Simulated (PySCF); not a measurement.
Frontier levels across methods

C4H5NO2.
Z-matrix (Å and degrees, PBE0-D3(BJ)/def2-SVP geometry), rows numbered from 1:
```
O 
C   1  1.2010
C   2  1.5202  1  127.92
C   3  1.5258  2  105.56  1  -179.85
C   4  1.5201  3  105.55  2    -0.21
O   5  1.2009  4  127.91  3  -179.79
N   5  1.3854  4  106.78  3     0.19
H   3  1.1000  2  108.33  1   -57.40
H   3  1.1001  2  108.33  1    57.74
H   4  1.1000  3  113.98  2  -118.95
H   4  1.1001  3  113.95  2   118.53
H   7  1.0149  2  122.34  1    -0.06
```

Basis pcSseg-1 throughout (PySCF), one geometry. Isolated species at its PBE0-D3(BJ)/def2-SVP geometry, gas phase.

How do the orbital energies, the gap and the dipole change with the method?

```tsv
method	kind	HOMO (eV)	LUMO (eV)	gap (eV)	μ (D)	SCF cycles
BLYP	GGA	-5.98	-1.58	4.41	1.85	15
BP86	GGA	-6.23	-1.82	4.40	1.90	15
KT3	GGA	-6.25	-1.64	4.61	1.86	16
KT2	GGA	-6.28	-1.65	4.63	1.92	16
B97-2	global hybrid	-7.48	-0.74	6.74	2.07	14
B3LYP	global hybrid	-7.49	-0.89	6.59	2.04	14
PBE0	global hybrid	-7.76	-0.65	7.11	2.08	14
```

The HOMO spans 1.78 eV, from BLYP down to PBE0, and the gap runs from 4.40 eV (BP86) to 7.11 eV (PBE0). Over the methods BLYP (0 %), BP86 (0 %), KT3 (0 %), KT2 (0 %), B97-2 (21 %), B3LYP (20 %), PBE0 (25 %), a straight line through the gap against the share of exact exchange rises by 1.05 eV for each 10 % (correlation coefficient 0.997). The dipole ranges from 1.85 D (BLYP) to 2.08 D (PBE0). This basis has no diffuse functions.

The vertical ΔSCF ionisation energy at CAM-B3LYP/def2-SVPD is 10.33 eV; −ε(HOMO) comes closest to it with PBE0 (7.76 eV).
